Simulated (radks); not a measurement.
The phosphorus ion P+, 14 electrons, occupied as [Ne] 3s2 3p1 5p1 (not the ground configuration).

Method: Dirac Kohn-Sham, PBE, spin-unpolarised, spherical densities, point nucleus; open shells fill j = l - 1/2 first; computed with a radial shooting solver on a logarithmic mesh with Libxc functionals.

Energy parts (hartree):
part                      energy
total                 -340.98786
kinetic                342.28506
electron-nucleus      -804.30440
Hartree                143.48452
exchange-correlation   -22.45304

Orbitals (lengths in bohr, moments of r in powers of bohr; <r^-3> diverges for s and p1/2):
orbital	occ.	eigenvalue (hartree)	<r>	<r^-3>	<r^2>	<1/r>
1s1/2	2	-77.35069	0.1036	-	0.01445	14.65
2s1/2	2	-7.13568	0.5190	-	0.3212	2.828
2p1/2	2	-5.34130	0.4828	-	0.2926	2.726
2p3/2	4	-5.30749	0.4850	63.08	0.2951	2.709
3s1/2	2	-1.13050	1.748	-	3.505	0.7837
3p1/2	1	-0.77798	1.979	-	4.554	0.6801
3p3/2	0	-0.77510	1.984	5.409	4.578	0.6778
5p1/2	1	-0.11309	10.37	-	119.9	0.1319
5p3/2	0	-0.11292	10.37	0.3364	120.1	0.1319

The highest occupied level is 5p1/2 at -3.077 eV. The configuration is held as typed, so some empty levels lie below it. The density falls to 0.001 e/bohr^3 at r = 3.62 bohr. Summed over all electrons, <r^2> = 133.9 bohr^2, which gives a Langevin (diamagnetic) susceptibility term of -106 x 10^-6 cm^3/mol.
